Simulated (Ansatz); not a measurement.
A nudged elastic band was laid between two geometries of CH5BOS2 (10 atoms, charge 0, multiplicity 1).

The calculation used RHF/def2-SVP in Ansatz 0.2.0.

| Property | Result |
| --- | --- |
| movable images | 9 |
| climbing image | yes |
| spring | 5.0 eV/Å² |
| optimiser | quadratic models (default) |
| start path | IDPP |
| force threshold | 0.05 eV/Å |
| iteration limit | 60 |
| end points | relaxed |

Initial state:

```xyz
10
Properties=species:S:1:pos:R:3
O 0.290 1.927 0.428
B 1.288 1.051 0.554
S 1.175 -0.765 0.309
C -0.591 -1.173 0.137
S -1.524 -0.356 -1.198
H -0.517 1.600 0.055
H 2.382 1.435 0.848
H -0.632 -2.250 0.006
H -1.127 -0.931 1.052
H -0.661 -0.589 -2.188
```

Final state:

```xyz
10
Properties=species:S:1:pos:R:3
O 2.059 1.824 0.369
B 0.955 1.074 0.490
S 0.879 -0.609 -0.221
C -0.832 -1.121 0.134
S -2.132 -0.336 -0.859
H 2.774 1.451 -0.124
H 0.022 1.513 1.095
H -0.860 -2.199 0.004
H -1.077 -0.903 1.170
H -1.705 -0.747 -2.055
```

What changes between the two ends?

No bond is made or broken. The dihedral O1–B2–S3–C4 goes from -9 to -177°.

What energy profile does the band end with?

The run converged. The highest image is number 5 of 0 to 10, 10.2 kcal/mol above the first end and 9.1 kcal/mol above the last; the last end lies 1.1 kcal/mol above the first. A vibrational analysis at the climbing image gives one clearly imaginary mode, 167i cm⁻¹: a first-order saddle point.

```json
{"image": "0", "path coordinate (Å)": "0.00", "energy (kcal/mol)": "0.0", "dihedral O1–B2–S3–C4 (°)": "-9"}
{"image": "1", "path coordinate (Å)": "0.51", "energy (kcal/mol)": "0.8", "dihedral O1–B2–S3–C4 (°)": "-20"}
{"image": "2", "path coordinate (Å)": "1.02", "energy (kcal/mol)": "3.2", "dihedral O1–B2–S3–C4 (°)": "-36"}
{"image": "3", "path coordinate (Å)": "1.53", "energy (kcal/mol)": "6.5", "dihedral O1–B2–S3–C4 (°)": "-54"}
{"image": "4", "path coordinate (Å)": "2.04", "energy (kcal/mol)": "9.2", "dihedral O1–B2–S3–C4 (°)": "-72"}
{"image": "5", "path coordinate (Å)": "2.55", "energy (kcal/mol)": "10.2", "dihedral O1–B2–S3–C4 (°)": "-89"}
{"image": "6", "path coordinate (Å)": "3.14", "energy (kcal/mol)": "9.0", "dihedral O1–B2–S3–C4 (°)": "-109"}
{"image": "7", "path coordinate (Å)": "3.74", "energy (kcal/mol)": "6.4", "dihedral O1–B2–S3–C4 (°)": "-129"}
{"image": "8", "path coordinate (Å)": "4.34", "energy (kcal/mol)": "3.6", "dihedral O1–B2–S3–C4 (°)": "-146"}
{"image": "9", "path coordinate (Å)": "4.94", "energy (kcal/mol)": "1.8", "dihedral O1–B2–S3–C4 (°)": "-162"}
{"image": "10", "path coordinate (Å)": "5.54", "energy (kcal/mol)": "1.1", "dihedral O1–B2–S3–C4 (°)": "-177"}
```

What is the geometry of the highest image?


```xyz
10
Properties=species:S:1:pos:R:3:forces:R:3
O 0.700 2.118 -0.348 0.00 0.04 0.00
B 1.182 1.133 0.401 0.00 -0.03 0.00
S 1.203 -0.650 -0.219 0.00 0.01 0.00
C -0.442 -1.188 0.368 0.01 0.00 0.00
S -1.882 -0.508 -0.509 -0.01 0.00 0.00
H 0.326 1.849 -1.175 0.00 -0.02 0.00
H 1.614 1.400 1.483 0.00 0.01 0.00
H -0.443 -2.272 0.300 0.00 0.00 0.00
H -0.582 -0.926 1.415 0.00 0.00 0.00
H -1.593 -1.006 -1.713 0.00 0.00 0.00
```

What are the harmonic wavenumbers there?

167i, 89, 162, 260, 322, 392, 679, 692, 716, 800, 824, 927, 1056, 1091, 1243, 1283, 1352, 1457, 1559, 2759, 2869, 3250, 3325, 4171 cm⁻¹.

Run time: 3.2 min on 1 thread of Intel(R) Xeon(R) Processor @ 2.70GHz, with other jobs on the host, peak memory 0.22 GiB.
